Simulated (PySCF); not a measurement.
CH7ClO2Si2 (SMILES C[Si](O)(O)[SiH2]Cl), singlet, geometry from GFN2-xTB; CAMB3LYP/6-31G, polarisability by finite fields in PySCF.

PySCF was given this input:
```python
from pyscf import gto, scf, dft

mol = gto.Mole()
mol.atom = '''
    Si    1.21726377   -0.24953734   -0.63991059
    Cl    1.57151952   -1.90664297    0.49116994
    Si   -0.77321940    0.71566838   -0.01734826
    C    -2.30916511   -0.39880863   -0.22465286
    O    -0.77154882    1.33854712    1.49923645
    O    -0.81965775    2.01196224   -0.99521852
    H     2.42144539    0.57095560   -0.46307175
    H     1.25221258   -0.72523279   -2.02658960
    H    -2.20270625   -1.33317436    0.31967444
    H    -3.21122714    0.08889802    0.13890902
    H    -2.47261924   -0.65134075   -1.26778734
    H    -0.74252494    0.77589323    2.26674068
    H    -1.39239017    2.74987396   -0.80036647
'''
mol.basis = '6-31g'
mol.verbose = 4
mol.build()

mf = dft.RKS(mol)
mf.xc = 'camb3lyp'
mf.conv_tol = 1e-11
mf.kernel()
h0, z, done = mf.get_hcore(), mol.intor('int1e_r')[2], []
def energy(F):
    f = mf.copy()
    f.scf_summary = {}
    f.get_hcore = lambda *a: h0 + F * z
    e = f.kernel(mf.make_rdm1())
    done.append(f.converged)
    return e
F = 0.05
alpha = -(energy(F) + energy(-F) - 2 * mf.e_tot) / F**2
print('alpha_zz =', alpha)
```

The log (banner, timings and long lists left out):

```
PySCF version 2.14.0

[INPUT] verbose = 4
[INPUT] num. atoms = 13
[INPUT] num. electrons = 74
[INPUT] charge = 0
[INPUT] spin (= nelec alpha-beta = 2S) = 0
[INPUT] symmetry False subgroup None
[INPUT] Mole.unit = angstrom
[INPUT] Symbol           X                Y                Z      unit          X                Y                Z       unit  Magmom
[...]
nuclear repulsion = 458.559255644911
number of shells = 50
number of NR pGTOs = 232
number of NR cGTOs = 80
basis = 6-31g
ecp = {}

******** <class 'pyscf.dft.rks.RKS'> ********
method = RKS
initial guess = minao
damping factor = 0
level_shift factor = 0
DIIS = <class 'pyscf.scf.diis.CDIIS'>
diis_start_cycle = 1
diis_space = 8
diis_damp = 0
SCF conv_tol = 1e-11
SCF conv_tol_grad = None
SCF max_cycles = 50
direct_scf = True
direct_scf_tol = 1e-13
XC library pyscf.dft.libxc version 7.1.2
    S. Lehtola, C. Steigemann, M. J. T. Oliveira, and M. A. L. Marques,  SoftwareX 7, 1–5 (2018)
XC functionals = camb3lyp
    T. Yanai, D. P. Tew, and N. C. Handy,  Chem. Phys. Lett. 393, 51 (2004)
radial grids:
    Treutler-Ahlrichs [JCP 102, 346 (1995); DOI:10.1063/1.469408] (M4) radial grids

becke partition: Becke, JCP 88, 2547 (1988); DOI:10.1063/1.454033
pruning grids: <function nwchem_prune>
grids dens level: 3
symmetrized grids: False
atomic radii adjust function: <function treutler_atomic_radii_adjust>
small_rho_cutoff = 0
Set gradient conv threshold to 3.16228e-06
Initial guess from minao.
tot grids = 168184
init E= -1232.4381649493
[...]
cycle= 1 E= -1231.60177370001  delta_E= 0.836  |g|= 0.968  |ddm|= 3.22
[...]
cycle= 2 E= -1231.52478457577  delta_E= 0.077  |g|= 1.21  |ddm|= 2.16
[...]
cycle= 3 E= -1231.80029008805  delta_E= -0.276  |g|= 0.0762  |ddm|= 1.23
[...]
cycle= 4 E= -1231.80153127488  delta_E= -0.00124  |g|= 0.0355  |ddm|= 0.125
[...]
cycle= 5 E= -1231.80185675611  delta_E= -0.000325  |g|= 0.00561  |ddm|= 0.0387
[...]
cycle= 6 E= -1231.80186318334  delta_E= -6.43e-06  |g|= 0.00252  |ddm|= 0.00816
[...]
cycle= 7 E= -1231.80186450484  delta_E= -1.32e-06  |g|= 0.000658  |ddm|= 0.00326
[...]
cycle= 8 E= -1231.80186461397  delta_E= -1.09e-07  |g|= 0.000115  |ddm|= 0.000892
[...]
cycle= 9 E= -1231.80186461867  delta_E= -4.71e-09  |g|= 2.57e-05  |ddm|= 0.000228
[...]
cycle= 10 E= -1231.801864619  delta_E= -3.3e-10  |g|= 4.15e-06  |ddm|= 7.08e-05
[...]
cycle= 11 E= -1231.80186461901  delta_E= -9.78e-12  |g|= 9.12e-07  |ddm|= 1.6e-05
[...]
[...]
converged SCF energy = -1231.80186461901
[...]
[...]
cycle= 9 E= -1231.88386901144  delta_E= -6.84e-10  |g|= 1.57e-05  |ddm|= 0.000112
[...]
cycle= 10 E= -1231.88386901153  delta_E= -8.75e-11  |g|= 3.8e-06  |ddm|= 3.34e-05
[...]
cycle= 11 E= -1231.88386901154  delta_E= -6.37e-12  |g|= 7.09e-07  |ddm|= 1.21e-05
[...]
Extra cycle  E= -1231.88386901155  delta_E= -1.23e-11  |g|= 6.09e-07  |ddm|= 3.33e-06
converged SCF energy = -1231.88386901155

******** <class 'pyscf.dft.rks.RKS'> ********
method = RKS
initial guess = minao
damping factor = 0
level_shift factor = 0
DIIS = <class 'pyscf.scf.diis.CDIIS'>
diis_start_cycle = 1
diis_space = 8
diis_damp = 0
SCF conv_tol = 1e-11
SCF conv_tol_grad = None
SCF max_cycles = 50
direct_scf = True
direct_scf_tol = 1e-13
XC library pyscf.dft.libxc version 7.1.2
    S. Lehtola, C. Steigemann, M. J. T. Oliveira, and M. A. L. Marques,  SoftwareX 7, 1–5 (2018)
XC functionals = camb3lyp
    T. Yanai, D. P. Tew, and N. C. Handy,  Chem. Phys. Lett. 393, 51 (2004)
radial grids:
    Treutler-Ahlrichs [JCP 102, 346 (1995); DOI:10.1063/1.469408] (M4) radial grids

becke partition: Becke, JCP 88, 2547 (1988); DOI:10.1063/1.454033
pruning grids: <function nwchem_prune>
grids dens level: 3
symmetrized grids: False
atomic radii adjust function: <function treutler_atomic_radii_adjust>
small_rho_cutoff = 0
Set gradient conv threshold to 3.16228e-06
init E= -1231.79614605376
[...]
cycle= 1 E= -1231.86138551462  delta_E= -0.0652  |g|= 0.169  |ddm|= 1.56
[...]
cycle= 2 E= -1231.8604416336  delta_E= 0.000944  |g|= 0.217  |ddm|= 0.527
[...]
cycle= 3 E= -1231.86950937279  delta_E= -0.00907  |g|= 0.0156  |ddm|= 0.205
[...]
cycle= 4 E= -1231.86958327609  delta_E= -7.39e-05  |g|= 0.00505  |ddm|= 0.0311
[...]
cycle= 5 E= -1231.86959079561  delta_E= -7.52e-06  |g|= 0.00127  |ddm|= 0.00886
[...]
cycle= 6 E= -1231.86959132689  delta_E= -5.31e-07  |g|= 0.0006  |ddm|= 0.00319
[...]
cycle= 7 E= -1231.86959140907  delta_E= -8.22e-08  |g|= 0.000103  |ddm|= 0.000708
[...]
cycle= 8 E= -1231.8695914123  delta_E= -3.24e-09  |g|= 4.42e-05  |ddm|= 0.000252
[...]
cycle= 9 E= -1231.8695914129  delta_E= -5.92e-10  |g|= 8.28e-06  |ddm|= 7.72e-05
[...]
cycle= 10 E= -1231.86959141292  delta_E= -2.75e-11  |g|= 2.79e-06  |ddm|= 2.3e-05
[...]
cycle= 11 E= -1231.86959141293  delta_E= -8.87e-12  |g|= 4.19e-07  |ddm|= 8.81e-06
[...]
Extra cycle  E= -1231.86959141293  delta_E= -1.36e-12  |g|= 3.91e-07  |ddm|= 1.88e-06
converged SCF energy = -1231.86959141293
alpha_zz = 59.89247458601311
```
